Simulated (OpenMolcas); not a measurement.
**neutral manganese: effect of the basis set**

```
Program             : OpenMolcas 26.06
Method              : MS-CASPT2, IPEA 0.25 Eh, imaginary shift 0.1 Eh (closed shells correlated: 3s 3p)
Active space        : 7 electrons in 6 orbitals (3d 4s)
State averaging     : 2S+1 = 6 even, 6 roots; 2S+1 = 4 even, 43 roots kept (CI in the orbitals of an earlier block); 2S+1 = 2 even, 11 roots kept (CI in the orbitals of an earlier block, 0 in the spin-orbit step)
Spin-orbit coupling : state interaction with AMFI integrals over the reference wave functions, term energies averaged over their components
```

A. ANO-R1 [5s3p3d1f], X2C, finite nucleus; CASPT2 step roughly 13 core-seconds
B. ANO-RCC-VTZP [6s5p3d2f1g], DKH2, point nucleus; CASPT2 step about 15 core-seconds
C. ANO-R2 [7s4p4d2f1g], X2C, finite nucleus; CASPT2 step roughly 20 core-seconds
D. ANO-RCC-VQZP [7s6p4d3f2g1h], DKH2, point nucleus; CASPT2 step of the order of 30 core-seconds
E. ANO-R3 [8s5p5d3f2g1h], X2C, finite nucleus; CASPT2 step roughly 80 core-seconds

Energies in cm⁻¹ above 3d⁵ 4s² ⁶S_5/2, the measured ground level; measured values from NIST Handbook of Basic Atomic Spectroscopic Data.

| Level | A | B | C | D | E | Measured |
| --- | --- | --- | --- | --- | --- | --- |
| 3d⁵ 4s² ⁶S_5/2 | 0.0 | 0.0 | 0.0 | 0.0 | 0.0 | 0.0 |
| 3d⁶ 4s ⁶D_9/2 | 25370 | 27190 | 25520 | 25640 | 24740 | 17052 |
| 3d⁶ 4s ⁶D_7/2 | 25630 | 27450 | 25780 | 25900 | 25000 | 17282 |
| 3d⁶ 4s ⁶D_5/2 | 25820 | 27640 | 25980 | 26100 | 25200 | 17452 |
| 3d⁶ 4s ⁶D_3/2 | 25960 | 27780 | 26110 | 26230 | 25330 | 17568 |
| 3d⁶ 4s ⁶D_1/2 | 26040 | 27860 | 26190 | 26310 | 25410 | 17637 |

Deviations, from unrounded energies. A percentage is the sum of absolute deviations over the sum of measured energies, with the sign that they share, or ± where signs differ.

| Against measurement | Levels | A | B | C | D | E |
| --- | --- | --- | --- | --- | --- | --- |
| mean absolute deviation (cm-1) | 5 | 8400 | 10000 | 8500 | 8600 | 7700 |
| other configurations (%) | 5 | +48.1 | +58.5 | +49.0 | +49.7 | +44.5 |

E lies closest to measurement on these levels and B furthest from it. The largest miss of E in the table is 3d⁶ 4s ⁶D_1/2, by +7800 cm-1. The ranking rests on the paired levels alone, and a cruder setting can come out closer through cancelling errors.

Among A to E the level of the table that moves most is 3d⁶ 4s ⁶D_9/2, by 2400 cm-1 (lowest in E, highest in B). Moves below CASPT2's spread within the term are not significant.

CASPT2 does not keep the components of a term degenerate, so their means are used; among the terms shown or strongly mixed into the levels shown the widest spread is 190 cm-1 (3d⁶ 4s ⁶D, D). Over all roots computed the reference weight is 0.86 to 0.92 in A, 0.82 to 0.90 in B, 0.83 to 0.90 in C, 0.82 to 0.90 in D, 0.83 to 0.90 in E; the roots of lowest weight are the least certain, and an intruder state may touch them. Some high roots are left out of the spin-orbit mixing, which shifts the levels that they would mix with. A single d shell beside an s shell can misplace configurations of different d count against each other. Measured partners are found by configuration, term and J. A level has none where our copy of the source lacks it or the pairing is in doubt (some pairs that miss far off the trend of their configuration count as doubtful), and it then counts in no deviation. Levels of configurations outside the active space are missing. The table leaves out levels that lie high or whose names do not pair safely across all columns.
